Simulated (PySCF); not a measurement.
# M(OH)₂ across the fifth-period p block

Level: PBE0, basis family def2-TZVP, scalar-relativistic core potentials from Rb on and no relativity for lighter atoms.

Each entry is the lowest minimum that a search over a few typed start shapes (and spin states, where more than one is plausible) found, or that minimum re-optimised at the stated level; isomers with ligand–ligand bonds, or fragments after loss of a ligand pair, can lie lower. Open shells are unrestricted; no spin–orbit coupling; PySCF with density fitting.

```
molecule  2S+1  point group  mean bond to the central atom (Å)  gap (eV)  dipole (D)  polar-tensor charge of the central atom  distinct angles (°)
 In(OH)₂     2          C2v                              2.004         –        3.60                                     0.91              113/114
 Sn(OH)₂     1          C2v                              1.981      5.88        0.39                                     1.18              119/100
 Te(OH)₂     1           C2                              1.949      4.70        0.64                                     0.82               109/98
```

Left out of the table are members whose search was unfinished or whose lowest solution was spin-contaminated, unstable, very soft or bonded differently.
